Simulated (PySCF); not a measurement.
Isomers of C5H3NS, one GFN2-xTB conformer each. Single-point energies are computed at PBE0/pcSseg-1 (PySCF, gas phase, no added dispersion term), electronic only.

```csv
SMILES,GFN2-xTB relative energy (kJ/mol)
N#Cc1cccs1,0.0
C#Cc1cnsc1,70.0
N#Cc1ccsc1,0.3
```

**Question.** What does PBE0/pcSseg-1 give for the same structures?

**Answer.** 
| SMILES | PBE0/pcSseg-1 E (Eh) | PBE0/pcSseg-1 (kJ/mol) | GFN2-xTB (kJ/mol) | point group |
| --- | --- | --- | --- | --- |
| N#Cc1ccsc1 | -644.77193 | 0.0 | 0.3 | Cs |
| N#Cc1cccs1 | -644.77112 | 2.1 | 0.0 | Cs |
| C#Cc1cnsc1 | -644.71010 | 162.3 | 70.0 | Cs |

GFN2-xTB puts N#Cc1cccs1 lowest instead; measured from each level's own lowest isomer, the values differ by up to 92.3 kJ/mol (C#Cc1cnsc1: 70.0 against 162.3). As drawn, the lowest has a C≡N group, which the highest lacks; the highest has a C≡C bond, which the lowest lacks. Neighbours under 10 kJ/mol apart (N#Cc1ccsc1 and N#Cc1cccs1) can change places with a better method, another conformer or zero-point energy.

**Question.** Which frontier levels, dipoles and rotational constants go with these structures?

**Answer.** 
```json
{"SMILES": "N#Cc1ccsc1", "HOMO (eV, PBE0/pcSseg-1)": "-7.68", "LUMO (eV)": "-1.53", "dipole (D)": "4.22", "A, B, C (MHz)": "7195, 1507, 1246"}
{"SMILES": "N#Cc1cccs1", "HOMO (eV, PBE0/pcSseg-1)": "-7.55", "LUMO (eV)": "-1.84", "dipole (D)": "4.75", "A, B, C (MHz)": "5372, 1845, 1374"}
{"SMILES": "C#Cc1cnsc1", "HOMO (eV, PBE0/pcSseg-1)": "-7.26", "LUMO (eV)": "-1.41", "dipole (D)": "1.96", "A, B, C (MHz)": "7785, 1504, 1260"}
```

**Question.** As an exercise, what shares would exp(−E/RT) give at 298.15 K from these electronic energies alone (no entropy, no degeneracies)?

**Answer.** RT = 2.479 kJ/mol: N#Cc1ccsc1 70.2 %, N#Cc1cccs1 29.8 %, C#Cc1cnsc1 under 0.1 %.
